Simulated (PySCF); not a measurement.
C3H7NSi, SMILES CC1=NC[SiH2]1. The structure is a stationary point at B3LYP-D3(BJ)/def2-SVP. The structure was generated by enumeration, and PubChem lists no compound with its InChIKey, so it may never have been made.

All values below come from B3LYP-D3(BJ)/def2-SVP (PySCF 2.14.0).

Harmonic wavenumbers (cm⁻¹): 137, 206, 287, 297, 495, 534, 579, 639, 717, 778, 817, 919, 957, 1012, 1030, 1132, 1170, 1244, 1384, 1424, 1440, 1444, 1659, 2193, 2203, 3021, 3052, 3094, 3103, 3127. Rotational constants (GHz): 6.884, 3.500, 2.459; symmetry number 1.

**Question.** Work out the zero-point energy and the ideal-gas rigid-rotor harmonic-oscillator thermochemistry at 298.15 K and 1 atm.

**Answer.** ZPE = ½ Σ hcν = ½ × 40092 cm⁻¹ = 57.32 kcal/mol. H − E(el) = 61.78 kcal/mol. Entropy in cal/(mol K): translation 39.24, rotation 26.10, vibration 11.31, total 76.65. G − E(el) = 38.92 kcal/mol. Cp = 24.36 cal/(mol K). Modes under 150 cm⁻¹ make the vibrational entropy uncertain.
